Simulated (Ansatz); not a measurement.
The first iterations of a band of H4Si + H7N3OZr (17 atoms, charge 0, multiplicity 1).

Level of theory: RHF/def2-SVP (Ansatz).

| Quantity | Value |
| --- | --- |
| movable images | 9 |
| climbing image | yes |
| spring | 5.0 eV/Å² |
| optimiser | quadratic models (default) |
| start path | through a guess of the saddle point |
| force threshold | 0.03 eV/Å |
| iteration limit | 60 |
| end points | relaxed |

Image 0:

```xyz
17
Properties=species:S:1:pos:R:3
Zr -0.147 0.591 -0.044
O -0.383 0.878 1.862
H -0.504 1.045 2.778
N 1.804 0.942 -0.613
H 2.627 0.717 -0.079
H 2.097 1.438 -1.437
N -1.355 1.843 -1.151
H -1.940 1.572 -1.923
H -1.520 2.818 -0.965
N -0.624 -1.354 -0.560
H -1.399 -1.890 -0.205
H -0.126 -1.928 -1.218
Si 1.192 -3.922 1.471
H -0.264 -4.193 1.435
H 1.730 -3.875 0.092
H 1.866 -5.019 2.207
H 1.457 -2.640 2.164
```

Image 10:

```xyz
17
Properties=species:S:1:pos:R:3
Zr 0.195 -0.459 -0.292
O 0.706 0.443 1.972
H -0.066 0.410 2.522
N 2.059 0.379 -0.556
H 2.600 0.288 -1.400
H 2.531 1.029 0.047
N -1.513 0.611 0.182
H -2.411 0.356 -0.199
H -1.621 1.502 0.636
N -0.260 -1.285 -2.110
H -1.113 -1.166 -2.631
H 0.319 -1.932 -2.620
Si 0.388 -2.906 1.199
H -0.921 -3.598 1.429
H 1.276 -3.949 0.596
H 0.941 -2.708 2.588
H 1.401 0.009 2.451
```

| iteration | highest image above the first end (eV) | largest band force component (eV/Å) |
| --- | --- | --- |
| 1 | 6.790 | 31.407 |
| 2 | 4.160 | 3.431 |
| 3 | 3.125 | 2.179 |
| 4 | 3.699 | 8.221 |
| 5 | 2.655 | 1.246 |
| 6 | 2.285 | 0.938 |
| 7 | 2.084 | 0.583 |
| 8 | 1.971 | 1.098 |
| 9 | 1.939 | 0.486 |
| 10 | 1.983 | 0.682 |
| 11 | 1.986 | 1.253 |
| 12 | 2.022 | 1.660 |
| 13 | 2.091 | 2.260 |

Task: Does the band converge within its limit, and where does its top end?

Result: The forces met the threshold. It ended after 39 iterations with the highest image 2.560 eV above the first end. The profile has 3 maxima (images 2, 5, 8) with wells between them (images 3, 6): this band takes more than one step, which may be the mechanism or a detour left from its start path. Neighbouring images differ by up to 2.5 eV, so the band resolves the path poorly. A vibrational analysis at the climbing image gives one clearly imaginary mode, 1545i cm⁻¹, and a faint second one (33i cm⁻¹) that may be numerical noise or a soft torsion: probably a first-order saddle point. The orbitals stay closed-shell, which can raise the energy where a bond breaks towards radicals; this wasn't checked here.

Run time: 12 min on 4 threads of Arm Neoverse V2, with other jobs on the host, peak memory 0.54 GiB.
